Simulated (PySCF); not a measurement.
Zr(Me)2(H)2 (C₂H₈Zr), SMILES [CH3][ZrH2][CH3], multiplicity 1.

Geometry: B3LYP-D3(BJ)/def2-SVP. The multiplicity is an assumed one; no other spin state was optimised. The structure was generated by enumeration; whether it is a known compound was not checked. The def2 effective core potentials stand for the cores of Zr; spin–orbit coupling is left out.

The numbers are results of PBE/def2-TZVPD run with PySCF, not measurements.

Symmetry labels are those of the subgroup C2v that the program uses (full group C2v).

Q: List the valence orbital energies around the gap with their symmetry. (The exact figures need the calculation; the answer reports its results.)

A: 
```
orbital  symmetry  energy (eV)
-------  --------  -----------
HOMO−7         A1        -9.93
HOMO−6         A2        -9.78
HOMO−5         B2        -9.74
HOMO−4         B1        -9.59
HOMO−3         A1        -7.22
HOMO−2         B2        -6.61
HOMO−1         A1        -6.56
HOMO           B1        -6.55
LUMO           A1        -2.60
LUMO+1         A2        -2.49
LUMO+2         B2        -1.58
LUMO+3         A1        -1.50
```
